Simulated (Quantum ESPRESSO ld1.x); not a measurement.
Values are calculated unless marked as measured or tabulated.
Hg42+, 38 electrons, occupied as [Kr] 4d2 (the NIST ground configuration).

Level of theory: Dirac Kohn-Sham, PBE, spin-unpolarised, spherical densities, point nucleus; open shells are shared between the two j in proportion to 2j + 1 (ld1.x of Quantum ESPRESSO 7.5).

Energy parts (hartree):
part                     energy
total                 -18524.25
kinetic                21560.15
electron-nucleus      -43828.00
Hartree                 4037.99
exchange-correlation    -294.39

Orbitals (lengths in bohr, moments of r in powers of bohr; <r^-3> diverges for s and p1/2):
| orbital | occ. | eigenvalue (hartree) | <r^-3> | <r^2> | <r> | small-component weight |
|---|---|---|---|---|---|---|
| 1s1/2 | 2 | -3124.54 | - | 0.0003806 | 0.01658 | 9.27e-02 |
| 2s1/2 | 2 | -613.102 | - | 0.005729 | 0.06919 | 2.13e-02 |
| 2p1/2 | 2 | -591.151 | - | 0.004049 | 0.05690 | 2.14e-02 |
| 2p3/2 | 4 | -519.518 | 21460 | 0.005231 | 0.06555 | 1.89e-02 |
| 3s1/2 | 2 | -198.661 | - | 0.03639 | 0.1781 | 7.29e-03 |
| 3p1/2 | 2 | -188.999 | - | 0.03307 | 0.1684 | 7.23e-03 |
| 3p3/2 | 4 | -172.700 | 5169 | 0.03903 | 0.1835 | 6.55e-03 |
| 3d3/2 | 4 | -157.065 | 904.0 | 0.02968 | 0.1594 | 6.40e-03 |
| 3d5/2 | 6 | -153.547 | 747.0 | 0.03128 | 0.1639 | 6.22e-03 |
| 4s1/2 | 2 | -90.3761 | - | 0.1477 | 0.3623 | 3.09e-03 |
| 4p1/2 | 2 | -86.1749 | - | 0.1458 | 0.3586 | 3.02e-03 |
| 4p3/2 | 4 | -81.0266 | 1678 | 0.1645 | 0.3812 | 2.81e-03 |
| 4d3/2 | 0.8 | -74.3771 | 287.6 | 0.1561 | 0.3692 | 2.66e-03 |
| 4d5/2 | 1.2 | -73.2808 | 235.6 | 0.1613 | 0.3756 | 2.61e-03 |

The highest occupied level is 4d5/2 at -1994.1 eV. The density falls to 0.001 e/bohr^3 at r = 0.99 bohr.
